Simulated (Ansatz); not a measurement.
AlGe₂₄PH₃₀, a doped nanocrystal cut from the lattice of germanium (Al and P 4.7 A apart). The state is a singlet with charge 0. Geometry PBE-D4/def2-SVP; atoms count from 1.

```xyz
56

Ge   -0.625    2.964    0.156
Ge    3.238    2.463    1.284
Ge    0.348    2.799    4.009
Ge   -1.700   -0.080    2.347
Ge    2.122   -0.652    3.535
Ge    2.176    2.493   -2.649
Ge   -1.677    3.080   -3.667
Ge   -2.705    0.001   -1.340
Ge    0.033   -0.538   -4.200
Al    1.288   -0.736   -0.390
Ge   -0.103   -3.686    2.053
Ge   -1.112   -3.646   -1.805
Ge   -3.944   -2.988    1.003
Ge    1.100    3.551    1.797
Ge    0.096    3.667   -2.081
Ge    3.872    3.146   -0.992
Ge   -0.813    0.517    0.144
Ge    2.934    0.024    1.313
P     0.047    0.457    3.880
Ge   -2.162   -2.475    2.610
Ge    1.531   -3.030    3.765
Ge    1.865    0.051   -2.669
Ge   -2.028    0.654   -3.606
Ge   -3.154   -2.408   -1.244
Ge   -0.413   -2.953   -4.059
Ge    0.691   -3.140   -0.211
H    -1.962    3.662    0.568
H     4.288    2.971    2.325
H    -1.050    3.305    4.468
H     1.357    2.966    5.183
H    -2.830    0.831    2.934
H     2.884   -0.118    4.795
H     2.645    3.053   -4.032
H    -2.992    3.827   -3.291
H    -1.267    3.533   -5.101
H    -3.983    0.794   -0.908
H     0.358   -0.190   -5.689
H    -0.405   -5.203    2.279
H    -1.475   -5.167   -1.830
H    -5.223   -2.180    1.378
H    -4.286   -4.503    1.122
H     1.270    5.095    1.967
H     0.338    5.211   -2.079
H     4.072    4.693   -1.007
H     5.248    2.494   -1.326
H     4.375   -0.591    1.334
H    -0.390    0.071    5.190
H    -2.604   -2.738    4.086
H     0.983   -3.246    5.210
H     2.869   -3.818    3.643
H     3.170   -0.523   -3.316
H    -3.168    0.269   -4.604
H    -4.285   -2.761   -2.264
H    -1.530   -3.337   -5.078
H     0.870   -3.745   -4.458
H     1.818   -4.192   -0.484
```

Single mean-field runs in def2-SVP are fitted with def2-universal-jkfit.

Question: Estimate the Mulliken populations of the heavy atoms from the PBE0/def2-SVP orbitals of Ansatz.

Answer: 
| atom | charge (e) |
| --- | --- |
| Ge1 | 0.04 |
| Ge2 | 0.00 |
| Ge3 | 0.20 |
| Ge4 | 0.13 |
| Ge5 | 0.08 |
| Ge6 | 0.00 |
| Ge7 | 0.13 |
| Ge8 | 0.02 |
| Ge9 | 0.00 |
| Al10 | 0.21 |
| Ge11 | -0.01 |
| Ge12 | -0.01 |
| Ge13 | 0.13 |
| Ge14 | -0.01 |
| Ge15 | -0.01 |
| Ge16 | 0.12 |
| Ge17 | -0.33 |
| Ge18 | -0.09 |
| P19 | -0.28 |
| Ge20 | -0.01 |
| Ge21 | 0.13 |
| Ge22 | -0.09 |
| Ge23 | 0.00 |
| Ge24 | 0.00 |
| Ge25 | 0.12 |
| Ge26 | -0.08 |
Mulliken values and Mayer orders depend strongly on the basis.

Question: And the Mayer bond orders between bonded heavy atoms (over 0.3)?

Answer: Ge1–Ge14 0.91 (2.45 Å); Ge1–Ge15 0.91 (2.45 Å); Ge1–Ge17 0.90 (2.45 Å); Ge2–Ge14 0.91 (2.45 Å); Ge2–Ge16 0.92 (2.46 Å); Ge2–Ge18 0.90 (2.46 Å); Ge3–Ge14 0.91 (2.45 Å); Ge3–P19 0.83 (2.36 Å); Ge4–Ge17 0.90 (2.45 Å); Ge4–P19 0.77 (2.39 Å); Ge4–Ge20 0.91 (2.45 Å); Ge5–Ge18 0.90 (2.46 Å); Ge5–P19 0.79 (2.38 Å); Ge5–Ge21 0.91 (2.46 Å); Ge6–Ge15 0.92 (2.45 Å); Ge6–Ge16 0.92 (2.46 Å); Ge6–Ge22 0.91 (2.46 Å); Ge7–Ge15 0.92 (2.45 Å); Ge7–Ge23 0.92 (2.45 Å); Ge8–Ge17 0.91 (2.46 Å); Ge8–Ge23 0.92 (2.45 Å); Ge8–Ge24 0.91 (2.45 Å); Ge9–Ge22 0.91 (2.46 Å); Ge9–Ge23 0.92 (2.45 Å); Ge9–Ge25 0.92 (2.46 Å); Al10–Ge17 0.80 (2.50 Å); Al10–Ge18 0.82 (2.49 Å); Al10–Ge22 0.88 (2.48 Å); Al10–Ge26 0.87 (2.48 Å); Ge11–Ge20 0.91 (2.45 Å); Ge11–Ge21 0.91 (2.46 Å); Ge11–Ge26 0.90 (2.46 Å); Ge12–Ge24 0.91 (2.45 Å); Ge12–Ge25 0.92 (2.46 Å); Ge12–Ge26 0.91 (2.46 Å); Ge13–Ge20 0.92 (2.45 Å); Ge13–Ge24 0.92 (2.45 Å).
